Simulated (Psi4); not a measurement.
Intermolecular potential of N2 ··· BCl3 (SMILES N#N and ClB(Cl)Cl). Monomers: optimised at B3LYP-D3(BJ) (def2-TZVP), held rigid. Orientation: a random orientation, not optimised. R is the distance of the centres of mass, along which the second monomer moves.

Geometry at R = 4.60 Å (first 2 atoms: monomer A):
```
6

N      0.5455     0.0000     0.0000
N     -0.5455     0.0000     0.0000
Cl    -2.8658    -1.0761    -2.3451
B     -3.0162     0.2555    -3.4631
Cl    -3.7017    -0.0081    -5.0463
Cl    -2.4850     1.8512    -2.9968
```

- PBE/def2-TZVP, counterpoise-corrected (Psi4)
- PBE-D3(BJ)/def2-TZVP, counterpoise-corrected (Psi4)
- PBE0/def2-TZVP, counterpoise-corrected (Psi4)
- SAPT0/jun-cc-pVDZ, frozen core (Psi4)

Interaction energies in kcal/mol; the last columns give the difference from SAPT0:

```csv
R / Å,PBE/def2-TZVP,PBE-D3(BJ)/def2-TZVP,PBE0/def2-TZVP,SAPT0/jun-cc-pVDZ,PBE/def2-TZVP − SAPT0/jun-cc-pVDZ,PBE-D3(BJ)/def2-TZVP − SAPT0/jun-cc-pVDZ,PBE0/def2-TZVP − SAPT0/jun-cc-pVDZ
4.03,2.35,1.26,2.42,2.09,0.26,-0.83,0.33
4.18,1.33,0.37,1.39,1.06,0.27,-0.69,0.33
4.38,0.55,-0.26,0.61,0.31,0.24,-0.58,0.30
4.60,0.13,-0.53,0.19,-0.05,0.18,-0.48,0.24
4.78,-0.02,-0.58,0.04,-0.16,0.14,-0.41,0.20
4.96,-0.08,-0.54,-0.03,-0.20,0.12,-0.34,0.17
5.27,-0.10,-0.43,-0.05,-0.19,0.09,-0.24,0.14
5.62,-0.07,-0.29,-0.04,-0.15,0.08,-0.15,0.11
6.07,-0.03,-0.17,-0.01,-0.09,0.07,-0.07,0.08
6.81,0.00,-0.07,0.00,-0.04,0.04,-0.02,0.05
7.81,0.00,-0.02,0.00,-0.02,0.02,-0.01,0.02
9.08,0.00,-0.01,0.00,-0.01,0.01,0.00,0.01
```

PBE/def2-TZVP is furthest from SAPT0/jun-cc-pVDZ at 4.18 (0.27 kcal/mol, above); its mean absolute difference over the points is 0.13 kcal/mol.

PBE-D3(BJ)/def2-TZVP is furthest from SAPT0/jun-cc-pVDZ at 4.03 (-0.83 kcal/mol, below); its mean absolute difference over the points is 0.32 kcal/mol.

PBE0/def2-TZVP is furthest from SAPT0/jun-cc-pVDZ at 4.18 (0.33 kcal/mol, above); its mean absolute difference over the points is 0.17 kcal/mol.
